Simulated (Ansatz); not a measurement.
Correlation energies of C3H12BN, SMILES `C[B-](C)(C)[NH3+]` by basis set

```xyz
17

C    -0.5470    0.7050   -1.3819
B    -0.0659   -0.0650   -0.0450
C     0.8064   -1.3944   -0.3335
C    -1.2386   -0.2758    1.0467
N     1.0052    0.9908    0.6864
H     0.2721    0.9233   -2.0806
H    -1.2592    0.0846   -1.9357
H    -1.0640    1.6529   -1.1797
H     1.2044   -1.8635    0.5767
H     1.6553   -1.2234   -1.0095
H     0.1833   -2.1538   -0.8171
H    -0.8869   -0.7210    1.9874
H    -1.9977   -0.9600    0.6538
H    -1.7698    0.6509    1.3037
H     1.7890    1.1880    0.0714
H     0.5459    1.8687    0.9093
H     1.3677    0.5928    1.5476
```

Charge 0, multiplicity 1. The structure was optimised at the PBE0-D4/def2-TZVP level. It is one conformer, not always the lowest. Frozen core, restricted reference, the Gaussian-basis code of Ansatz. CBS rows extrapolate triple and quadruple zeta; past MP2 they add the triple-zeta difference.

```json
{"basis": "def2-SVP", "HF (Eh)": "-199.60975", "MP2 corr.": "-0.73102"}
{"basis": "def2-TZVPP", "HF (Eh)": "-199.82924", "MP2 corr.": "-0.89684"}
{"basis": "def2-QZVPP", "HF (Eh)": "-199.83895", "MP2 corr.": "-0.95276"}
```

(1) Estimate the CCSD correlation energy and the (T) correction in each basis where they were run (hartree).

Results:

(1) 
| basis | CCSD corr. | (T) |
| --- | --- | --- |
| def2-SVP | -0.80216 | -0.02221 |
| def2-TZVPP | -0.95588 | -0.03565 |
| CBS(def2) | -1.05323 | as TZ |
